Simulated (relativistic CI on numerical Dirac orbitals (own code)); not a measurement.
# Sensitivity of the levels of Sm3+ to α and to the nuclear radius

These numbers are calculated, not measured: Dirac-Coulomb-Breit CI, orbitals from a KLI potential per configuration, valence Slater integrals scaled by 0.85, P86 correlation energy added to each configuration, derivatives by finite differences, QED left out (own radial code, finite nucleus).

Configuration list (outside the closed core [Xe]): 4f⁵, 4f⁴6s, 4f³6s². The list is cut by size and lacks configurations that can hold low levels.

With x = (α/α₀)² − 1 an excitation energy changes as ω = ω₀ + qx; K = 2q/ω₀ is the relative enhancement. Terms are leading LS components, so labels can repeat. The field-shift factor is F = δν/δ⟨r²⟩ for the transition from the lowest level.

Lowest level 4f⁵ ⁶H°5/2.

| Level | ω₀ (cm⁻¹) | q (cm⁻¹) | F (GHz/fm²) |
| --- | --- | --- | --- |
| 4f⁵ ⁶H°7/2 | 1017.3 | 1133 | 0.048 |
| 4f⁵ ⁶H°9/2 | 2205.4 | 2328 | 0.101 |
| 4f⁵ ⁶H°11/2 | 3511.8 | 3499 | 0.155 |
| 4f⁵ ⁶H°13/2 | 4895.0 | 4593 | 0.209 |
| 4f⁵ ⁶H°15/2 | 6319.7 | 5567 | 0.261 |
| 4f⁵ ⁶F°1/2 | 6797.6 | 1126 | 0.181 |
| 4f⁵ ⁶F°3/2 | 7030.6 | 1155 | 0.186 |
| 4f⁵ ⁶F°5/2 | 7517.6 | 1430 | 0.202 |
| 4f⁵ ⁶F°7/2 | 8381.3 | 2321 | 0.24 |
| 4f⁵ ⁶F°9/2 | 9566.8 | 3547 | 0.293 |
| 4f⁵ ⁶F°11/2 | 10969.9 | 4844 | 0.351 |
| 4f⁵ ⁴G°5/2 | 17492.7 | -1761 | 0.386 |
| 4f⁵ ⁴F°3/2 | 18051.7 | -419.7 | 0.429 |
| 4f⁵ ⁴M°15/2 | 18851.0 | -1074 | 0.432 |
| 4f⁵ ⁴G°7/2 | 19519.3 | 451.7 | 0.481 |
| 4f⁵ ⁴I°9/2 | 19697.3 | 634.6 | 0.492 |
| 4f⁵ ⁴I°11/2 | 20159.4 | 572.6 | 0.499 |
| 4f⁵ ⁴M°17/2 | 20546.6 | 1038 | 0.516 |
| 4f⁵ ⁴I°13/2 | 20641.1 | 282.8 | 0.501 |
| 4f⁵ ⁴F°5/2 | 21614.1 | 2328 | 0.575 |
| 4f⁵ ⁴I°15/2 | 21799.5 | 1827 | 0.56 |
| 4f⁵ ⁴M°19/2 | 22007.6 | 2487 | 0.578 |
| 4f⁵ ⁴G°9/2 | 22143.9 | 2445 | 0.585 |

Correlation outside the listed configurations is missing or only estimated: errors of thousands of cm⁻¹ between configurations and terms are usual at this charge. Rates and lifetimes follow the computed energies and can be off by large factors. The fine structure of a lone outer electron comes out too small, for d and f at times inverted, and misplaced configurations move strength between like terms.

Which transition from the lowest level has the largest |K|?

4f⁵ ⁶H°7/2 at 1017.3 cm⁻¹, K = 2.23.
